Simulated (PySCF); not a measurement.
Magnetisability: `C#CC[C@@H]1C(=O)O[C@H]1C`, C7H8O2

Cartesian coordinates in Å; atom numbers follow the order of the lines, from 1:
```xyz
17

C     3.031    0.329    0.531
C     2.165    0.141   -0.272
C     1.084   -0.077   -1.213
C    -0.233   -0.301   -0.473
C    -1.495   -0.272   -1.324
O    -1.918   -0.890   -2.246
O    -2.036    0.785   -0.676
C    -0.892    0.916    0.208
C    -1.254    0.780    1.670
H     3.809    0.489    1.217
H     1.303   -0.956   -1.825
H     1.001    0.789   -1.876
H    -0.166   -1.179    0.172
H    -0.386    1.867    0.013
H    -0.343    0.769    2.264
H    -1.874    1.615    1.982
H    -1.803   -0.143    1.839
```

Computed, not measured: GIAO KT3/pcSseg-1 magnetisability, rotational g tensor and spin-rotation constants, non-relativistic, gas phase in PySCF. Geometry: GFN2-xTB.

(1) What are the magnetisability and the molar susceptibility?

(2) Split it along the inertial axes a, b, c into diamagnetic and paramagnetic parts about the centre of mass, with the quadrupole moment.

(3) And the rotational g tensor?

Answers

(1) Isotropic -1237 × 10⁻³⁰ J/T², or -74.5 × 10⁻⁶ cm³/mol; principal values -1309, -1239, -1164 × 10⁻³⁰ J/T², anisotropy 126 × 10⁻³⁰ J/T² (root of half the summed squared differences of the principal values). The susceptibility is in cgs units.

(2) 
| axis | χ (10⁻⁶ cm³/mol) | diamagnetic (10⁻⁶ cm³/mol) | paramagnetic (10⁻⁶ cm³/mol) | summed x² of all electrons (Å²) | quadrupole Θ (D Å) |
| --- | --- | --- | --- | --- | --- |
| a | -78.1 | -588.3 | 510.2 | 221.8 | -6.84 |
| b | -73.2 | -1045.8 | 972.7 | 113.9 | +2.79 |
| c | -72.3 | -1424.2 | 1352.0 | 24.7 | +4.05 |

Anisotropies 2χaa − χbb − χcc = -10.8 and 2χbb − χaa − χcc = +4.1 × 10⁻⁶ cm³/mol. Θ is traceless in Buckingham's convention.

(3) 
| axis | rotational constant (GHz) | g | nuclear part | electronic part |
| --- | --- | --- | --- | --- |
| a | 2.5653 | -0.0166 | 0.5983 | -0.6149 |
| b | 1.2135 | -0.0139 | 0.5406 | -0.5545 |
| c | 0.8819 | -0.0108 | 0.5493 | -0.5601 |

Asymmetric top; isotopes 12C, 1H, 16O; no vibrational averaging.
